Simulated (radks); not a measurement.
The numbers below are computed, except where a source is named.
Excited configurations of the hafnium ion Hf2+: one electron is placed in a higher orbital outside [Xe] 4f14 5d1. The ground configuration is [Xe] 4f14 5d2. Code: a radial shooting solver on a logarithmic mesh with Libxc functionals. Model: Dirac Kohn-Sham, LDA (Slater exchange, Perdew-Wang correlation), spin-unpolarised, spherical densities, finite nucleus; open shells fill j = l - 1/2 first; Fermi nuclear charge, rms radius 5.347 fm. Excitation = E - E(ground); binding = E(ion) - E, where the ion is the core of charge +3; n* = 3/sqrt(2 binding) in atomic units, and the quantum defect is n - n*.

[
 {"outer orbital": "6s1/2", "excitation (eV)": "-0.142", "binding (eV)": "22.509", "n*": "2.332", "quantum defect": "3.668", "eigenvalue (eV)": "-18.940", "<r> (bohr)": "2.918"},
 {"outer orbital": "6p1/2", "excitation (eV)": "5.053", "binding (eV)": "17.314", "n*": "2.659", "quantum defect": "3.341", "eigenvalue (eV)": "-14.373", "<r> (bohr)": "3.436"},
 {"outer orbital": "6f5/2", "excitation (eV)": "17.009", "binding (eV)": "5.358", "n*": "4.781", "quantum defect": "1.219", "eigenvalue (eV)": "-4.430", "<r> (bohr)": "9.618"},
 {"outer orbital": "7s1/2", "excitation (eV)": "11.476", "binding (eV)": "10.891", "n*": "3.353", "quantum defect": "3.647", "eigenvalue (eV)": "-9.326", "<r> (bohr)": "5.810"},
 {"outer orbital": "7p1/2", "excitation (eV)": "13.269", "binding (eV)": "9.099", "n*": "3.669", "quantum defect": "3.331", "eigenvalue (eV)": "-7.747", "<r> (bohr)": "6.659"},
 {"outer orbital": "7d3/2", "excitation (eV)": "16.177", "binding (eV)": "6.191", "n*": "4.448", "quantum defect": "2.552", "eigenvalue (eV)": "-5.245", "<r> (bohr)": "9.236"},
 {"outer orbital": "7f5/2", "excitation (eV)": "18.599", "binding (eV)": "3.768", "n*": "5.700", "quantum defect": "1.300", "eigenvalue (eV)": "-3.194", "<r> (bohr)": "14.71"}
]

The Delta-SCF ionisation energy is 22.367 eV (NIST Atomic Spectra Database: 22.55 eV, theoretical). Self-interaction in the functional shifts the binding energies and quantum defects, so they are the method's values and not measured ones. Spin polarisation and multiplet splitting are left out, so open shells lie too high by an amount that depends on their filling. A negative excitation energy means that this level of theory puts the configuration below the NIST ground configuration.

Beside tabulated values, note that spin-unpolarised runs miss the spin-polarisation part of the exchange energy of open shells.
